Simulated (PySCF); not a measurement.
Simulated C 1s region for SiEt3(NCO), `CC[Si](CC)(CC)N=C=O`, binding energy against the vacuum level.

Every computed line was given a Gaussian of 0.6 eV full width at half maximum and an area set by the number of equivalent atoms; the highest printed point is 100. Level of theory: PySCF, delta-SCF UKS SCAN, pcX-2 on the ionised atom, pcseg-1 elsewhere, spin-free X2C.

binding energy (eV), intensity and a bar:
```
    289.2          0 
    289.3          1 
    289.4          4 #
    289.5         10 ###
    289.6         20 ######
    289.7         37 ###########
    289.8         59 ##################
    289.9         80 ########################
    290.0         95 ############################
    290.1        100 ##############################
    290.2         98 #############################
    290.3         95 ############################
    290.4         95 #############################
    290.5         99 ##############################
    290.6        100 ##############################
    290.7         92 ############################
    290.8         75 ######################
    290.9         53 ################
    291.0         32 ##########
    291.1         17 #####
    291.2          8 ##
    291.3          3 #
    291.4          1 
    291.5          0 
    291.6          0 
    291.7          0 
    291.8          0 
    291.9          0 
    292.0          0 
    292.1          0 
    292.2          0 
    292.3          0 
    292.4          0 
    292.5          0 
    292.6          0 
    292.7          0 
    292.8          0 
    292.9          0 
    293.0          0 
    293.1          0 
    293.2          0 
    293.3          0 
    293.4          0 
    293.5          0 
    293.6          1 
    293.7          3 #
    293.8          6 ##
    293.9         11 ###
    294.0         18 #####
    294.1         25 ########
    294.2         30 #########
    294.3         30 #########
    294.4         26 ########
    294.5         20 ######
    294.6         13 ####
    294.7          7 ##
    294.8          3 #
    294.9          1 
    295.0          0 
    295.1          0
```

**Question.** Count the maxima, the lines and the sites behind this envelope.

**Answer.** The curve has 3 maxima (at 290.1, 290.6 and 294.3 eV). Under it lie 3 lines from 3 inequivalent carbon sites.

**Question.** Decompose the envelope and assign each component. Bonds: Si1–C2, Si1–C9, Si1–C16, Si1–N23, C2–C3, C9–C10, C16–C17, N23–C24, C24–O25. Hydrogens: H4, H5 on C2; H6, H7, H8 on C3; H11, H12 on C9; H13, H14, H15 on C10; H18, H19 on C16; H20, H21, H22 on C17.

**Answer.** 
| position (eV) | relative area | line | atoms | environment |
| --- | --- | --- | --- | --- |
| 290.04 | 3 | C 1s | C2/C9/C16 | carbon bonded to C, Si and 2 H |
| 290.63 | 3 | C 1s | C3/C10/C17 | carbon bonded to C and 3 H |
| 294.26 | 1 | C 1s | C24 | carbon bonded to N and O |

The listed C 1s values span 4.22 eV, from C2/C9/C16 (bonded to C, 2 H and Si) to C24 (bonded to O and N). The widest gap between neighbouring values is 3.63 eV, between 290.63 and 294.26 eV.

No satellites, vibrations or lifetime broadening are included. One atom of each set of topologically equivalent atoms was ionised and stands for the set; in this conformer not all members are related by symmetry, and their own values weren't computed. Isolated species at its PBE0-D3(BJ)/def2-SVP geometry (one conformer only).
